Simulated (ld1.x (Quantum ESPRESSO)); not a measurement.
# Reading a pseudo-wave (argon (Ar))

Columns: radius, all-electron u(r) and pseudo u(r) of the 3p shell (level -10.23 eV) of argon in the configuration [He] 2s2 2p6 3s2 3p6; PBEsol, scalar-relativistic, PAW scheme, ld1.x (Quantum ESPRESSO) 7.5.

| r (bohr) | all-electron | pseudo |
| --- | --- | --- |
| 0.032 | 0.0423 | 0.0241 |
| 0.065 | 0.1299 | 0.0955 |
| 0.098 | 0.2216 | 0.2028 |
| 0.130 | 0.2962 | 0.3252 |
| 0.162 | 0.3494 | 0.4477 |
| 0.195 | 0.3804 | 0.5558 |
| 0.228 | 0.3884 | 0.6299 |
| 0.260 | 0.3768 | 0.6599 |
| 0.292 | 0.3494 | 0.6461 |
| 0.325 | 0.3077 | 0.5894 |
| 0.358 | 0.2558 | 0.4987 |
| 0.390 | 0.1982 | 0.3899 |
| 0.422 | 0.1358 | 0.2725 |
| 0.455 | 0.0684 | 0.1537 |
| 0.488 | -0.0004 | 0.0449 |
| 0.520 | -0.0672 | -0.0473 |
| 0.552 | -0.1329 | -0.1266 |
| 0.585 | -0.1988 | -0.1978 |
| 0.618 | -0.2622 | -0.2622 |
| 0.650 | -0.3207 | -0.3207 |
| 0.682 | -0.3760 | -0.3760 |
| 0.715 | -0.4294 | -0.4294 |
| 0.748 | -0.4792 | -0.4792 |
| 0.780 | -0.5238 | -0.5238 |
| 0.812 | -0.5649 | -0.5649 |
| 0.845 | -0.6035 | -0.6035 |

Problem. How many radial nodes do the two functions have?

Solution. The all-electron 3p function has n − l − 1 = 1; the pseudo-wave has 1, since 1 lower shell of the same l stays in the valence.

Problem. At about which radius was the pseudo-wave matched?

Solution. 0.65 bohr, where the columns begin to agree (steps of 0.03 bohr).

Problem. Is the pseudo-wave norm-conserving?

Solution. No, it belongs to a PAW set: the norm inside the radius is not constrained, and the difference is carried by the augmentation charge.
